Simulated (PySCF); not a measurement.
Gas-phase reaction: InCl + HCl = InHCl2

Method: PySCF energies plus ideal-gas RRHO corrections (1 bar). † marks an energy on the PBE0/def2-TZVP geometry and frequencies; other levels use their own. CCSD(T) freezes the core. All species are closed-shell singlets. B3LYP is the form with VWN-RPA correlation. In: scalar-relativistic def2 core potential, no spin-orbit coupling. InHCl2: computed as isolated molecules; such fragments, hydroxides, amides, oligomers or adducts are transient or little studied in the gas. CCSD(T) isn't extrapolated to the basis-set limit; its ΔH°(298 K) is -36.1 kJ in def2-SVP and -30.8 kJ in def2-TZVPP. The harmonic model lacks anharmonicity and excited electronic states, which grow with temperature; levels with a mode under 35 cm⁻¹ are left out. Soft modes under 120 cm⁻¹ make the harmonic entropy rough for InHCl2.

```csv
level,"ΔE electronic, kJ","ΔH°(298 K), kJ","ΔS°(298 K), J/K","ΔG°(2000 K), kJ"
B3LYP/def2-TZVP†,-6,-8,-122,221
CCSD(T)/def2-SVP†,-35,-36,-122,193
HF/def2-TZVP†,-38,-39,-122,189
PBE/def2-SVP,-21,-23,-121,202
PBE/def2-TZVP†,-17,-19,-122,210
PBE0/def2-QZVP†,-29,-30,-122,198
PBE0/def2-SVP†,-31,-33,-122,196
PBE0/def2-TZVP,-32,-33,-122,196
LDA/def2-TZVP†,-47,-48,-122,180
ωB97M-V/def2-TZVP†,-41,-42,-122,186
ωB97X-V/def2-TZVP†,-49,-50,-122,178
```
ΔH° is lowest at ωB97X-V/def2-TZVP† and highest at B3LYP/def2-TZVP†. No reference value is set beside these.
